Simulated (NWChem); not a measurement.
## Total energies of silicon dioxide molecule (O2Si)

```xyz
3

O      0.0000     0.0000    -1.5184
Si     0.0000     0.0000     0.0000
O      0.0000     0.0000     1.5184
```
Charge 0, spin multiplicity 1.

The numbers come from NWChem runs, not from measurements. All single points use one geometry, from PBE0/def2-SVP, a minimum by its harmonic frequencies.

Basis set: 3-21G (31 functions).

```
method   total energy (Ha)
-------  -----------------
RHF             -436.22031
MP2             -436.55444
B2PLYP          -437.24128
PBE             -437.22788
B3LYP           -437.53208
BLYP            -437.51521
CCSD(T)         -436.55840
```

Total energies of different functionals aren't comparable as a measure of quality: only differences taken within one method are. 

The correlated methods keep 7 core orbitals frozen. B3LYP has NWChem's definition, with VWN1-RPA local correlation. No row is a measurement; the coupled-cluster row has its own basis-set and correlation limits.
